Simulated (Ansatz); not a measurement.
This singlet lies 0.33 eV below the relaxed triplet at the level frozen-core CCSD(T)/cc-pVTZ // PBE0-D3(BJ)/def2-TZVP (Ansatz, a program for electronic structure); other levels give the other order.

A geometry relaxed with PBE0-D3(BJ)/def2-TZVP (Ansatz), charge 0, multiplicity 1:

```xyz
5

Si     1.2000    -0.1432     0.8201
B     -0.6779     0.0113     0.0313
F      2.0515     0.0304    -0.5530
H     -1.3100    -0.9572    -0.2910
H     -1.2636     1.0587    -0.0073
```

Task: Write the SMILES of this molecule.

Result: `B[Si]F`
